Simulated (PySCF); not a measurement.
One of the candidates below gave these computed data.

All candidates are C6H14O.

* NMR, other nuclei: isotropic shieldings of nuclei other than C and H, by class: 281 (1 O) ppm [GIAO PBE0/pcSseg-1]
* 13C NMR: chemical shifts (computed TMS as zero) by class: 79.8 (1 C), 70.1 (1 C), 33.9 (1 C), 21.6 (2 C), 15.9 (1 C) ppm [GIAO PBE0/pcSseg-1]
* Rotational structure: rotational constants A, B, C: 5.336, 1.212, 1.140 GHz [GFN2-xTB]
* 1H NMR: chemical shifts (computed TMS as zero) by class: 3.87 (2 H), 3.16 (2 H), 1.76 (1 H), 1.19 (3 H), 0.95 (6 H) ppm [GIAO PBE0/pcSseg-1]
* Dipole: 1.17 D [PBE0/pcSseg-1]

The electronic properties come from PySCF, for the isolated species, density fitting. Levels stand in brackets. The structure is a single GFN2-xTB conformer in the gas phase; no vibrational or solvent corrections. Each NMR value is the plain mean over a class of atoms that symmetry, rotation or inversion makes alike.

**Question.** Which candidate is it?
A. `COCC(C)(C)C`
B. `CCO[C@H](C)CC`
C. `CCOCC(C)C`

**Answer.** C. It is `CCOCC(C)C`. Numbering: `[CH3:1][CH2:2][O:3][CH2:4][CH:5]([CH3:6])[CH3:7]`. Its formula, C6H14O, gives 0 degrees of unsaturation, so no ring and no π bond. 6 carbons fall into 5 classes; from least to most shielded: sp3 carbon bound to oxygen [C4] (79.8 ppm), sp3 carbon bound to oxygen [C2] (70.1 ppm), sp3 CH carbon [C5] (33.9 ppm), methyl carbon [C6/C7] (21.6 ppm, 2 C), methyl carbon [C1] (15.9 ppm). Hydrogen classes from least to most shielded: 2 H on an sp3 carbon bound to oxygen, C2 (3.87 ppm, a mean of values up to 0.6 ppm apart in this geometry), 2 H on an sp3 carbon bound to oxygen, C4 (3.16 ppm), 1 H on an sp3 CH carbon, C5 (1.76 ppm), 3 H on a methyl carbon, C1 (1.19 ppm, a mean of values up to 0.8 ppm apart in this geometry), 6 H on 2 methyl carbons, C6/C7 (0.95 ppm, a mean of values up to 1.5 ppm apart in this geometry). The other shieldings belong to: 281 ppm, ether oxygen [O3]. The optimised geometry has point group C1 and is an asymmetric top.

The others, at the same levels:
- `CCO[C@H](C)CC` fails: it has 6 carbon classes against 5; its computed 13C shifts are 82.5 (1 C), 68.5 (1 C), 35.7 (1 C), 21.2 (1 C), 18.2 (1 C), 13.8 (1 C) ppm, 1H shifts are 4.01 (1 H), 3.18 (1 H), 3.14 (1 H), 1.47 (1 H), 1.30 (3 H), 1.25 (1 H), 1.16 (3 H), 1.10 (3 H) ppm and rotational constant A is 3.475 GHz (against 5.336 GHz).
- `COCC(C)(C)C` fails: it has 4 carbon classes against 5; its computed 13C shifts are 87.2 (1 C), 61.4 (1 C), 34.8 (1 C), 28.2 (3 C) ppm, 1H shifts are 3.56 (3 H), 3.04 (2 H), 0.94 (9 H) ppm and rotational constant A is 4.257 GHz (against 5.336 GHz).

Each candidate is one conformer, not necessarily the lowest. Dipoles, sizes and rotational constants follow the conformer. The torsions of the flexible species, by atom-mapped SMILES:
- `[CH3:1][CH2:2][O:3][CH2:4][CH:5]([CH3:6])[CH3:7]`: C1–C2–O3–C4 -71°, C2–O3–C4–C5 -171°, O3–C4–C5–C6 -65°
- `[CH3:1][CH2:2][O:3][C@H:4]([CH3:5])[CH2:6][CH3:7]`: C1–C2–O3–C4 -169°, C2–O3–C4–C5 -75°, O3–C4–C6–C7 -66°
- `[CH3:1][O:2][CH2:3][C:4]([CH3:5])([CH3:6])[CH3:7]`: C1–O2–C3–C4 180°, O2–C3–C4–C5 -60°
